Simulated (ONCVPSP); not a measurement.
**Reading a pseudo-wave (vanadium (V))**

Columns: radius, all-electron u(r) and pseudo u(r) of the 3d shell (level -21.32 eV) of vanadium in the configuration [Ne] 3s2 3p6 3d3; PBE, scalar-relativistic, ONCV scheme, ONCVPSP 4.0.1.

```json
{"r (bohr)": "0.075", "all-electron": "0.0206", "pseudo": "0.0038"}
{"r (bohr)": "0.150", "all-electron": "0.1018", "pseudo": "0.0287"}
{"r (bohr)": "0.225", "all-electron": "0.2233", "pseudo": "0.0895"}
{"r (bohr)": "0.300", "all-electron": "0.3566", "pseudo": "0.1900"}
{"r (bohr)": "0.375", "all-electron": "0.4825", "pseudo": "0.3227"}
{"r (bohr)": "0.450", "all-electron": "0.5912", "pseudo": "0.4714"}
{"r (bohr)": "0.525", "all-electron": "0.6793", "pseudo": "0.6162"}
{"r (bohr)": "0.600", "all-electron": "0.7472", "pseudo": "0.7394"}
{"r (bohr)": "0.675", "all-electron": "0.7954", "pseudo": "0.8295"}
{"r (bohr)": "0.750", "all-electron": "0.8261", "pseudo": "0.8829"}
{"r (bohr)": "0.825", "all-electron": "0.8419", "pseudo": "0.9034"}
{"r (bohr)": "0.900", "all-electron": "0.8457", "pseudo": "0.8990"}
{"r (bohr)": "0.975", "all-electron": "0.8400", "pseudo": "0.8789"}
{"r (bohr)": "1.050", "all-electron": "0.8270", "pseudo": "0.8513"}
{"r (bohr)": "1.125", "all-electron": "0.8086", "pseudo": "0.8213"}
{"r (bohr)": "1.200", "all-electron": "0.7861", "pseudo": "0.7916"}
{"r (bohr)": "1.275", "all-electron": "0.7609", "pseudo": "0.7626"}
{"r (bohr)": "1.350", "all-electron": "0.7337", "pseudo": "0.7340"}
{"r (bohr)": "1.425", "all-electron": "0.7053", "pseudo": "0.7053"}
{"r (bohr)": "1.500", "all-electron": "0.6762", "pseudo": "0.6762"}
{"r (bohr)": "1.575", "all-electron": "0.6469", "pseudo": "0.6469"}
{"r (bohr)": "1.650", "all-electron": "0.6177", "pseudo": "0.6177"}
{"r (bohr)": "1.725", "all-electron": "0.5889", "pseudo": "0.5888"}
{"r (bohr)": "1.800", "all-electron": "0.5605", "pseudo": "0.5605"}
{"r (bohr)": "1.875", "all-electron": "0.5329", "pseudo": "0.5329"}
{"r (bohr)": "1.950", "all-electron": "0.5060", "pseudo": "0.5060"}
```

(1) How many radial nodes do the two functions have?

(2) At about which radius was the pseudo-wave matched?

(3) Is the pseudo-wave norm-conserving?

Answers

(1) The all-electron 3d function has n − l − 1 = 0; the pseudo-wave has 0.

(2) 1.50 bohr. The columns agree to 0.0005 from 1.35 bohr on; several derivatives are matched, so the curves merge somewhat inside the radius.

(3) Yes: the ONCV scheme keeps the norm inside the radius equal to the all-electron one, which fixes the energy derivative of the logarithmic derivative at the level.
